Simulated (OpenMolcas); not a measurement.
# Levels of Hg I by method

| Item | Value |
| --- | --- |
| Program | OpenMolcas 26.06 |
| Basis | ANO-RCC-VTZP [8s7p5d3f1g] |
| Scalar Hamiltonian | DKH2, point nucleus |
| Active space | 2 electrons in 4 orbitals (6s 6p) |
| State averaging | 2S+1 = 3 even, 3 roots (0 in the spin-orbit step); 2S+1 = 1 even, 1 root; 2S+1 = 3 odd, 3 roots; 2S+1 = 1 odd, 3 roots |
| Spin-orbit coupling | RASSI with atomic mean-field integrals over the reference wave functions, term energies averaged over their components |

Methods on the same reference wave functions:
A. CASSCF
B. SS-CASPT2, IPEA 0.25 Eh, imaginary shift 0.1 Eh (closed shells correlated: 5d)
C. XMS-CASPT2, IPEA 0.25 Eh, imaginary shift 0.1 Eh (closed shells correlated: 5d)

Energies in cm-1 above 6s2 1S0, the measured ground level; measured values from NIST Handbook of Basic Atomic Spectroscopic Data.

```csv
Level,A,B,C,Measured
6s2 1S0,0.0,0.0,0.0,0.0
6s 6p 3P* 0,32325,37920,37520,37645
6s 6p 3P* 1,33932,39490,39080,39412
6s 6p 3P* 2,37607,43200,42800,44043
6s 6p 1P* 1,52988,54380,53940,54069
```

Deviations, from unrounded energies. A percentage is the sum of absolute deviations over the sum of measured energies, with the sign that they share, or ± where signs differ.

```
           Against measurement  Levels      A     B     C
mean absolute deviation (cm-1)       4   4600   370   460
      other configurations (%)       4  -10.5  ±0.9  -1.0
```

B lies closest to measurement on these levels and A furthest from it. The largest miss of B in the table is 6s 6p 3P* 2, by -840 cm-1. The ranking rests on the paired levels alone, and a cruder setting can come out closer through cancelling errors.

Between B and C the level of the table that moves most is 6s 6p 1P* 1, by 440 cm-1 (lowest in C, highest in B). Moves below CASPT2's spread within the term are not significant.

The mean deviations of B to C differ by less than CASPT2's widest spread within a term (130 cm-1), so their order carries little weight.

The lowest spin-free term lies below A's lowest term by 0.397 hartree in B, 0.397 hartree in C.

CASPT2 breaks the degeneracy within a term, and the mean is taken; among the terms shown or strongly mixed into the levels shown the widest spread is 130 cm-1 (6s 6p 1P*, C). Some high roots are left out of the spin-orbit mixing, which shifts the levels that they would mix with. Spin-orbit splittings of 6p shells tend to come out small when the coupling is added on scalar orbitals. Measured partners are found by configuration, term and J. A level has none where our copy of the source lacks it or the pairing is in doubt (some pairs that miss far off the trend of their configuration count as doubtful), and it then counts in no deviation. Levels of configurations outside the active space are missing.

* marks odd parity.
